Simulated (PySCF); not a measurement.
Si(AsH2)2(H)2 (As2H6Si), SMILES [SiH2]([AsH2])[AsH2].

The structure is a stationary point at ωB97X-D3(BJ)/def2-SVP. The structure was generated by enumeration, and PubChem lists no compound with its InChIKey, so it may never have been made.

Two levels are set side by side: TDA-PBE/def2-SVPD (PySCF) and TDA-CAM-B3LYP/def2-SVPD (PySCF). Vertical, same geometry. The lowest singlet is HOMO→LUMO 70 %, HOMO→LUMO+2 28 % with PBE and HOMO→LUMO 84 % with the other functional; states are paired by order. Differences are taken from unrounded values.

```json
[
 {"quantity": "lowest singlet excitation (eV)", "TDA-CAM-B3LYP": "5.76"},
 {"quantity": "lowest triplet excitation (TDA) (eV)", "TDA-CAM-B3LYP": "4.73"},
 {"quantity": "first bright state (f over 0.05) (eV)", "TDA-CAM-B3LYP": "5.76"},
 {"quantity": "its oscillator strength", "TDA-CAM-B3LYP": "0.07"}
]
```

Q: What does TDA-PBE give, and how far is it from TDA-CAM-B3LYP? (Estimate from the structure and the level; the computed values follow.)

A: 
```
quantity                               TDA-PBE  TDA-PBE minus TDA-CAM-B3LYP
-------------------------------------  -------  ---------------------------
lowest singlet excitation (eV)            5.13                        -0.63
lowest triplet excitation (TDA) (eV)      4.34                        -0.39
first bright state (f over 0.05) (eV)     5.69                        -0.07
its oscillator strength                   0.46                         0.38
```

Functionals without exact exchange tend to place singlet excitations lower, as here. Differences between two approximate levels are no errors against the true value.

Rough cost on one machine, each run with all the roots and properties that it gave: TDA-CAM-B3LYP against TDA-PBE about 4 times.
